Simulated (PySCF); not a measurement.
SMILES C(/CC)=C/CC (C6H12), GFN2-xTB optimised geometry.

```
18

C      2.73     0.65    -1.35
C      1.96     0.60    -0.04
C      1.04    -0.58     0.00
C     -0.28    -0.58     0.00
C     -1.20     0.60     0.00
C     -1.98     0.69     1.31
H      2.05     0.74    -2.19
H      3.42     1.49    -1.36
H      3.31    -0.27    -1.49
H      2.67     0.52     0.79
H      1.40     1.53     0.09
H      1.56    -1.53     0.00
H     -0.80    -1.53     0.03
H     -1.91     0.50    -0.83
H     -0.65     1.53    -0.15
H     -1.29     0.81     2.15
H     -2.67     1.53     1.30
H     -2.55    -0.22     1.48
```

Density from PySCF 2.14.0 with B3LYP/def2-SVP at that geometry.

Minimum of the electron density along straight lines between bonded atoms, close to the bond critical point (lines longer than 1.1 times the sum of covalent radii, or with two minima, are not listed):

```json
[
 {"bond": "C1–C2", "length / Å": "1.529", "ρ at the minimum / e bohr⁻³": "0.242", "∇²ρ there / e bohr⁻⁵": "-0.55", "position (fraction from the first atom)": "0.50"},
 {"bond": "C2–C3", "length / Å": "1.497", "ρ at the minimum / e bohr⁻³": "0.258", "∇²ρ there / e bohr⁻⁵": "-0.62", "position (fraction from the first atom)": "0.49"},
 {"bond": "C3–C4", "length / Å": "1.324", "ρ at the minimum / e bohr⁻³": "0.345", "∇²ρ there / e bohr⁻⁵": "-0.93", "position (fraction from the first atom)": "0.50"},
 {"bond": "C4–C5", "length / Å": "1.497", "ρ at the minimum / e bohr⁻³": "0.258", "∇²ρ there / e bohr⁻⁵": "-0.62", "position (fraction from the first atom)": "0.51"},
 {"bond": "C5–C6", "length / Å": "1.529", "ρ at the minimum / e bohr⁻³": "0.242", "∇²ρ there / e bohr⁻⁵": "-0.55", "position (fraction from the first atom)": "0.50"},
 {"bond": "C1–H7", "length / Å": "1.088", "ρ at the minimum / e bohr⁻³": "0.278", "∇²ρ there / e bohr⁻⁵": "-1.02", "position (fraction from the first atom)": "0.63"},
 {"bond": "C1–H8", "length / Å": "1.088", "ρ at the minimum / e bohr⁻³": "0.277", "∇²ρ there / e bohr⁻⁵": "-1.01", "position (fraction from the first atom)": "0.62"},
 {"bond": "C1–H9", "length / Å": "1.088", "ρ at the minimum / e bohr⁻³": "0.277", "∇²ρ there / e bohr⁻⁵": "-1.01", "position (fraction from the first atom)": "0.62"},
 {"bond": "C2–H10", "length / Å": "1.094", "ρ at the minimum / e bohr⁻³": "0.275", "∇²ρ there / e bohr⁻⁵": "-0.99", "position (fraction from the first atom)": "0.62"},
 {"bond": "C2–H11", "length / Å": "1.090", "ρ at the minimum / e bohr⁻³": "0.278", "∇²ρ there / e bohr⁻⁵": "-1.01", "position (fraction from the first atom)": "0.62"},
 {"bond": "C3–H12", "length / Å": "1.084", "ρ at the minimum / e bohr⁻³": "0.281", "∇²ρ there / e bohr⁻⁵": "-1.05", "position (fraction from the first atom)": "0.62"},
 {"bond": "C4–H13", "length / Å": "1.084", "ρ at the minimum / e bohr⁻³": "0.281", "∇²ρ there / e bohr⁻⁵": "-1.05", "position (fraction from the first atom)": "0.62"},
 {"bond": "C5–H14", "length / Å": "1.094", "ρ at the minimum / e bohr⁻³": "0.275", "∇²ρ there / e bohr⁻⁵": "-0.99", "position (fraction from the first atom)": "0.62"},
 {"bond": "C5–H15", "length / Å": "1.090", "ρ at the minimum / e bohr⁻³": "0.278", "∇²ρ there / e bohr⁻⁵": "-1.01", "position (fraction from the first atom)": "0.62"},
 {"bond": "C6–H16", "length / Å": "1.088", "ρ at the minimum / e bohr⁻³": "0.278", "∇²ρ there / e bohr⁻⁵": "-1.02", "position (fraction from the first atom)": "0.63"},
 {"bond": "C6–H17", "length / Å": "1.088", "ρ at the minimum / e bohr⁻³": "0.277", "∇²ρ there / e bohr⁻⁵": "-1.01", "position (fraction from the first atom)": "0.62"},
 {"bond": "C6–H18", "length / Å": "1.088", "ρ at the minimum / e bohr⁻³": "0.277", "∇²ρ there / e bohr⁻⁵": "-1.01", "position (fraction from the first atom)": "0.62"}
]
```
